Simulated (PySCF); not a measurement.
How methods differ on the ionisation energy of Ne⁺

Ne⁺ [He] 2s2 2p5 (2P) → Ne²⁺ [He] 2s2 2p4 (3P), as a difference of total energies. Calculation: PySCF 2.14, in pcseg-2; the non-relativistic Hamiltonian (point nucleus). Correlated levels: valence: 1s2 frozen. The calculations carry no spin-orbit coupling.

```tsv
method	ionisation energy (eV)	error (eV)
UHF	39.330	-1.633
BP86	41.307	+0.344
M06-L	40.977	+0.014
MP2 (valence)	40.742	-0.221
SCS-MP2 (valence)	40.722	-0.241
CCSD (valence)	40.682	-0.281
CCSD(T) (valence)	40.706	-0.257
```

Reference: 40.963 eV (measured; NIST Atomic Spectra Database, ionization energies).

Errors of the correlated levels include the incompleteness of this basis and the frozen core.
